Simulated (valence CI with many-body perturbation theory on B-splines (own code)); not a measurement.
Results of a calculation; reference values are marked as such.
# Sensitivity of CI+MBPT for Ge II

Method: configuration interaction combined with many-body perturbation theory (CI+MBPT): three valence electrons over a frozen Dirac-Fock core [Ar] 3d10, radial functions for each j: 6 s, 6 p, 5 d, 3 f, 1 g, with the one-electron correlation potential Σ1 (screened to all orders), the two-electron term Σ2, the three-electron term Σ3, Breit, model QED; selected single and double excitations, second order for the rest, scaled by the run's own slope (own B-spline code, finite nucleus).

Set against measurement, 19 paired levels are off by 319 cm⁻¹ on average, the worst by 900. These come from a selection out of the NIST Handbook of Basic Atomic Spectroscopic Data. Levels without a partner in it may be off by more.

The reference run has the lowest level 4s2 4p 2P°_1/2 and an ionisation energy of 15.8791 eV. Its largest variational space holds 5348 state functions.

Names give the largest LS component (configuration and term), which can be under half, so a name can repeat, a term be missing and a line seem to break the LS rules; names also repeat where a configuration has a term twice.

Changed runs:
A. logarithmic knot step 0.27 → 0.2
B. highest l with Σ1, explicit Σ2 and valence Breit (higher l get mean screening factors) 3 → 2
C. Breit term on → off
D. box radius (bohr) 28.009 → 3.45 (bad on purpose)

Excitation energies of the reference run in cm⁻¹, and shifts in cm⁻¹:

| Level | Reference | A | B | C |
| --- | --- | --- | --- | --- |
| 4s2 4p 2P°_3/2 | 1751 | +0.1 | -0.6 | +37 |
| 4s 4p2 4P_1/2 | 51117 | +1.3 | -40 | +4.8 |
| 4s 4p2 4P_3/2 | 51827 | +1.3 | -41 | +20 |
| 4s 4p2 4P_5/2 | 52896 | +1.4 | -40 | +43 |
| 4s2 5s 2S_1/2 | 62219 | +1.0 | -28 | +57 |
| 4s 4p2 2D_3/2 | 64587 | +1.5 | +38 | +51 |
| 4s 4p2 2D_5/2 | 64758 | +1.5 | +39 | +58 |
| 4s2 5p 2P°_1/2 | 78714 | +1.2 | -34 | +53 |
| 4s2 5p 2P°_3/2 | 79069 | +1.2 | -34 | +60 |
| 4s2 4d 2D_3/2 | 80684 | +1.5 | +125 | +56 |
| 4s2 4d 2D_5/2 | 80859 | +1.5 | +124 | +60 |
| 4s 4p2 2S_1/2 | 85451 | +1.6 | +77 | +39 |
| Ionisation energy (eV) | 15.8791 | +0.00019 | -0.0032 | +0.0084 |

Run D: It gave no result. The program said: "need at least one array to concatenate".
